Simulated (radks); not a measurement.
These are the eigenvalues of the occupied orbitals of an atom or ion with whole-number occupations (hartree). Method: scalar-relativistic Kohn-Sham, LDA (Slater exchange, Perdew-Wang correlation), spin-unpolarised, spherical densities, finite nucleus; Fermi nuclear charge, rms radius of each element as measured or else 0.836 A^(1/3) + 0.57 fm; computed with a radial shooting solver on a logarithmic mesh with Libxc functionals.

1s: -239.8642
2s: -31.52317
2p: -27.38372
3s: -6.95492
3p: -5.77412
3d: -3.91969

Which element is it, and in what charge state? The configuration may be excited.

Answer. Z = 25, manganese, charge +6: Mn6+ in [Ar] 3d1. The list shows which subshells hold electrons but not how many an open one holds; the 1s level, -239.86 hartree, gives Z - s = 21.9 by -(Z - s)^2/2, which with screening and relativity narrows Z to a few neighbours, and the depths of the outer levels then fix element, charge and occupations together.
